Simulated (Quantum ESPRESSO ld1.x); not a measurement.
The numbers below are computed, except where a source is named.
Problem. The aim is neutral selenium in [Ar] 3d10 4s2 4p4. This ld1.x (Quantum ESPRESSO 7.5) run was made with `OMP_NUM_THREADS=1 ld1.x < ld1.in > ld1.out`. Can the result be used? Name any fault.

```
 &input
    zed=34.0,
    iswitch=1,
    rel=3,
    lsd=1,
    dft='SLA-VWN',
    config='[Ar] 3d10 4s2 4p4',
    prefix='ld1',
    max_out_wfc=37,
    file_charge='ld1.rho',
 /
```

Output (excerpt):

```
     Program LD1 v.7.5 starts

 %%%%%%%%%%%%%%%%%%%%%%%%%%%%%%%%%%%%%%%%%%%%%%%%%%%%%%%%%%%%%%%%%%%%%%%%%%%%%%
     Error in routine ld1_readin (1):
     wrong rel
 %%%%%%%%%%%%%%%%%%%%%%%%%%%%%%%%%%%%%%%%%%%%%%%%%%%%%%%%%%%%%%%%%%%%%%%%%%%%%%

     stopping ...
```

Solution. No (refused). The line at issue: rel=3. The program stops in ld1_readin with "wrong rel": rel takes 0, 1 or 2. The sound input gives -2426.8267 hartree.
